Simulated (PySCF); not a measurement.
Ge(H)3(NEtMe), SMILES CC[N](C)[GeH3] (C3H11GeN) at its GFN2-xTB optimised geometry (Å):

```
16

Ge     0.3995     0.0550     0.0000
N     -0.0861    -0.9872    -1.4073
C     -1.4613    -1.4263    -1.5180
C      0.5758    -0.8194    -2.6864
C      0.8931    -2.1533    -3.3593
H     -0.0758     1.4940     0.0000
H      1.8945     0.0550     0.0000
H     -0.1683    -0.6196     1.2082
H     -1.5114    -2.4144    -1.9797
H     -2.0720    -0.7370    -2.1155
H     -1.8945    -1.4940    -0.5203
H     -0.0315    -0.2046    -3.3679
H      1.5157    -0.2886    -2.5057
H     -0.0137    -2.6593    -3.6794
H      1.5171    -1.9845    -4.2335
H      1.4256    -2.7976    -2.6642
```

Computed with PBE0/def2-TZVP (PySCF). Cells within 0.4 Å of a nucleus heavier than hydrogen are left out (blank, or x).

Map of the log10 of the electron density (e/bohr³), floored at −4 on the plane z = 0.0 Å:

```
|0000000000000000000000000000000|
|0000000000000000000000000000000|
|0000000000000000000000000000000|
|0000000000000111110000000000000|
|0000000000011222221100000000000|
|0000000000122333332210000000000|
|0000000001223444433221000000000|
|0000000001234455544322110000000|
|0000000012344566654432211000000|
|0000000012345677665433222110000|
|0000000012345677765544333211000|
|0000000012345667766554443321000|
|0000000012345667776655554332100|
|0000000112345667997666665432100|
|0000001122345679xx9777765432100|
|0000011222345679xx9777776432100|
|0000112233345678xx8767765432100|
|0001123333345567887666655432100|
|0001233444444556666555544321100|
|0011234555444455555544433221000|
|0012344555544445544433332210000|
|0012344555544344443332221100000|
|0012234555443333333222110000000|
|0001234444433223322211100000000|
|0001123333332222222110000000000|
|0000112222221111111000000000000|
|0000011121111000000000000000000|
|0000000011000000000000000000000|
|0000000000000000000000000000000|
|0000000000000000000000000000000|
|0000000000000000000000000000000|
```
Scale: ten equal steps from -4.00 (start of '0') to 0.431 (end of '9'), in the order '0123456789'; x runs from -4.00 to 4.00, y from -4.00 (bottom) to 4.00 (top).
